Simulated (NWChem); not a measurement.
Species: GeCl3 cation

```xyz
4

Cl    -0.5409    -1.9857     0.0000
Ge     0.0000     0.0000     0.0000
Cl    -1.4492     1.4613     0.0000
Cl     1.9901     0.5244     0.0000
```
Atoms are numbered in this order, from 1.

All runs: NWChem. Pople sets run with spherical d functions. STO-3G and 3-21G are far too small for this property and stand as cheap habits. All runs use the structure optimised with PBE0/def2-SVP. Field at 589 nm.

```
level              isotropic polarisability (bohr³)  anisotropy (bohr³)
-----------------  --------------------------------  ------------------
B3LYP/STO-3G                                   32.4                32.7
B3LYP/6-31G*                                   54.5                37.7
B3LYP/def2-SVP                                 51.4                34.5
B3LYP/def2-SVPD                                65.3                33.2
B3LYP/aug-cc-pVDZ                              65.1                   ?
```

Complete the blanks.


- B3LYP/aug-cc-pVDZ, anisotropy (bohr³): 34.1
